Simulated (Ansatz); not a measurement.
SnH2Me(NHiPr) (C4H13NSn). Total charge 0; singlet. Geometry PBE-D4/def2-SVP, basis def2-TZVP, Ansatz.

```
run  HOMO (eV)  LUMO (eV)
  A      -5.27      -0.26
  B      -8.65       1.69
  C      -7.60       0.99
  D      -4.95      -0.52
  E      -6.33       0.26
  F      -5.01      -0.61
```

In the def2 sets Sn takes a core potential; there is no spin–orbit coupling.

Question: The runs used BHLYP, PBE, PBE0, r2SCAN, revPBE, ωB97M-V. Estimate which is which.

Answer: A r2SCAN (0 % exact exchange); B ωB97M-V (range-separated); C BHLYP (50 % exact exchange); D revPBE (0 % exact exchange); E PBE0 (25 % exact exchange); F PBE (0 % exact exchange). Exact exchange lowers occupied and raises empty levels; among semilocal functionals meta-GGAs tend to open the gap a little, and such runs are hard to tell apart. The gap grows from 4.40 eV (PBE) to 10.34 eV (ωB97M-V).
